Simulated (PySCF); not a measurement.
C₃H₅BF₂. Atoms are numbered in the order given.

```xyz
11

C      1.9131     0.4473     0.1129
C      0.6940     0.2195    -0.3846
F      0.4789     0.3644    -1.7042
B     -0.5550    -0.2179     0.4577
C     -1.9687    -0.4381    -0.1574
F     -0.3559    -0.3650     1.7675
H      2.7484     0.7492    -0.5245
H      2.0790     0.3286     1.1847
H     -2.6010    -1.0996     0.4516
H     -2.4700     0.5469    -0.2021
H     -1.9182    -0.8023    -1.1935
```
Charge 0, spin multiplicity 1.

Geometry: PBE0-D3(BJ)/def2-SVP. This is a generated structure with no PubChem entry under its InChIKey; it may be hypothetical. One conformer was computed; it need not be the lowest.

These are PBE/pcSseg-1 in PySCF values and carry that method's errors.

GIAO shieldings, no solvent; atoms listed in one row are averaged. δ = σ(ref) − σ: ¹³C against TMS (σ = 182.0 ppm); ¹⁹F against CFCl3 (σ = 133.6 ppm); ¹¹B against BF3 (σ = 83.9 ppm); ¹H against TMS (σ = 31.49 ppm), references at their B3LYP-D3(BJ)/def2-TZVP geometries, non-relativistic.

Computed chemical shifts:
| nucleus | atoms | count | δ (ppm) |
|---|---|---|---|
| ¹³C | C2 | 1 | 180.0 |
| ¹³C | C1 | 1 | 115.5 |
| ¹³C | C5 | 1 | 4.8 |
| ¹⁹F | F6 | 1 | -52.3 |
| ¹⁹F | F3 | 1 | -121.8 |
| ¹¹B | B4 | 1 | 37.8 |
| ¹H | H8 | 1 | 5.92 |
| ¹H | H7 | 1 | 5.75 |
| ¹H | H9, H10, H11 | 3 | 1.00 |
